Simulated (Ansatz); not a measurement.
CH6FNOSi, SMILES `NC(F)[SiH2]O`, relaxed with RKS PBE-D4/def2-SVP in the Gaussian-basis code of Ansatz from a rough embedded geometry. The force threshold is 0.03 eV/Å; the program also tests the step.

Charge 0, multiplicity 1.

Start:

```xyz
11

N    -0.298    1.400    0.965
C     0.661    0.837    0.065
F     0.738    1.695   -0.955
Si    0.292   -0.867   -0.678
O    -0.460   -1.880    0.517
H    -0.605    0.665    1.650
H    -1.177    1.573    0.400
H     1.650    0.801    0.541
H    -0.791   -0.712   -1.733
H     1.430   -1.531   -1.178
H    -1.439   -1.981    0.406
```

(1) How much energy does the relaxation release, and in how many steps? (Best estimate.)

(2) Which bonds change most? (An estimate is asked.)

(3) Give the relaxed structure. (Best estimate.)

Answers

(1) Ansatz gave: 15.56 kcal/mol, in 24 steps, 4 of them rejected.

(2) Computed: C2–F3 from 1.335 to 1.452 Å; Si4–H10 from 1.409 to 1.505 Å; Si4–O5 from 1.738 to 1.684 Å; N1–H7 from 1.059 to 1.026 Å.

(3) The calculation gave: 
```xyz
11

N    -0.498    1.322    0.940
C     0.561    0.677    0.280
F     1.182    1.476   -0.762
Si    0.016   -0.880   -0.676
O    -0.508   -2.022    0.444
H    -0.216    2.159    1.462
H    -1.284    1.553    0.322
H     1.375    0.462    1.008
H    -1.088   -0.449   -1.614
H     1.173   -1.395   -1.489
H    -0.713   -2.902    0.085
```
